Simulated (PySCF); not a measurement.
`ClC1=C/C=C\C=C/C=C\1`, C$_{8}$H$_{7}$Cl

Geometry (Å), atoms numbered from 1 in this order:
```xyz
16

Cl    5.3060    0.8908    2.4498
C     3.8344    0.6717    1.5008
C     3.3334   -0.5785    1.3553
C     2.1627   -0.9523    0.5464
C     0.9109   -0.4315    0.6063
C     0.4239    0.6371    1.4926
C     0.9462    1.8778    1.6650
C     2.1189    2.4531    0.9873
C     3.3653    1.9319    0.8929
H     3.8982   -1.4083    1.8196
H     2.3159   -1.8235   -0.1212
H     0.1343   -0.9158   -0.0184
H    -0.5318    0.4182    2.0092
H     0.3806    2.5808    2.3075
H     1.9657    3.4603    0.5508
H     4.1502    2.5277    0.3899
```

Theory: PySCF 2.14.0, UKS PBE/def2-SV(P) four-point reorganisation energy, gas phase. Geometry: PBE/def2-SV(P).

The conformer changes in this relaxation, which adds to the reorganisation energy.

What is the inner reorganisation energy for hole transfer, with the ionisation energy?

λ = 0.343 (surface of the oxidised species) + 0.320 (surface of the starting species) = 0.663 eV. The ionisation energy is 7.75 eV vertical and 7.41 eV adiabatic without zero-point energy; at the relaxed geometry of the oxidised species the two energies differ by 7.09 eV. Largest bond changes: Cl1–C2 1.765 → 1.720 Å, C2–C3 1.355 → 1.393 Å, C3–C4 1.471 → 1.433 Å, C4–C5 1.357 → 1.389 Å, C5–C6 1.471 → 1.440 Å. ⟨S²⟩ of the relaxed oxidised species 0.752.

The conformer changes in this relaxation, which adds to the reorganisation energy.

What is the inner reorganisation energy for electron transfer, with the electron affinity?

λ = 0.904 (surface of the reduced species) + 0.596 (surface of the starting species) = 1.500 eV. The electron affinity is 0.07 eV vertical and 0.98 eV adiabatic without zero-point energy; at the relaxed geometry of the reduced species the two energies differ by 1.57 eV. Largest bond changes: Cl1–C2 1.765 → 1.817 Å, C8–C9 1.354 → 1.391 Å, C6–C7 1.357 → 1.391 Å, C4–C5 1.357 → 1.390 Å, C2–C3 1.355 → 1.388 Å. ⟨S²⟩ of the relaxed reduced species 0.751.

The highest occupied orbital of the reduced species is unbound in this basis, so its energies are rough.
